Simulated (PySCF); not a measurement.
Computed shifts of a molecule C4H4Cl2, PBE/pcSseg-1 (PySCF), GIAO, gas phase, atoms alike by connectivity averaged where their shifts nearly agree, in ppm (number of nuclei): ¹³C: 215.6 (1), 124.5 (1), 109.1 (1), 22.3 (1). ¹H: 6.32 (1), 2.21 (3). References: ¹³C against TMS (σ = 182.0 ppm); ³⁵Cl against HCl (σ = 936.5 ppm); ¹H against TMS (σ = 31.49 ppm), references at their B3LYP-D3(BJ)/def2-TZVP geometries, non-relativistic (without spin–orbit terms, shifts of atoms bonded to Cl or Br come out too high). Coordinates come from a B3LYP-D3(BJ)/def2-SVP optimisation. Other conformers were not sampled.

Task: Which molecule gave these data?
A. CC=C=C(Cl)Cl
B. C=C=CC(Cl)Cl
C. C#CCC(Cl)Cl
D. C=CC=C(Cl)Cl

Result: A, CC=C=C(Cl)Cl
